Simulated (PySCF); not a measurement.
CH5Ge2N, SMILES [N]1=[CH][GeH2][GeH2]1.

The structure is a stationary point at B3LYP-D3(BJ)/def2-SVP. The structure was generated by enumeration, and PubChem lists no compound with its InChIKey, so it may never have been made.

Level of theory: ωB97X/def2-TZVP run with PySCF.

Symmetry labels are those of the subgroup Cs that the program uses (full group Cs).

Computed valence orbital energies around the gap with their symmetry:
```json
[
 {"orbital": "HOMO−7", "symmetry": "A'", "energy (eV)": "-16.56"},
 {"orbital": "HOMO−6", "symmetry": "A'", "energy (eV)": "-14.29"},
 {"orbital": "HOMO−5", "symmetry": "A'", "energy (eV)": "-13.33"},
 {"orbital": "HOMO−4", "symmetry": "A\"", "energy (eV)": "-13.30"},
 {"orbital": "HOMO−3", "symmetry": "A\"", "energy (eV)": "-12.08"},
 {"orbital": "HOMO−2", "symmetry": "A\"", "energy (eV)": "-11.34"},
 {"orbital": "HOMO−1", "symmetry": "A'", "energy (eV)": "-9.95"},
 {"orbital": "HOMO", "symmetry": "A'", "energy (eV)": "-8.82"},
 {"orbital": "LUMO", "symmetry": "A'", "energy (eV)": "1.38"},
 {"orbital": "LUMO+1", "symmetry": "A\"", "energy (eV)": "1.44"},
 {"orbital": "LUMO+2", "symmetry": "A'", "energy (eV)": "1.95"},
 {"orbital": "LUMO+3", "symmetry": "A\"", "energy (eV)": "2.77"}
]
```
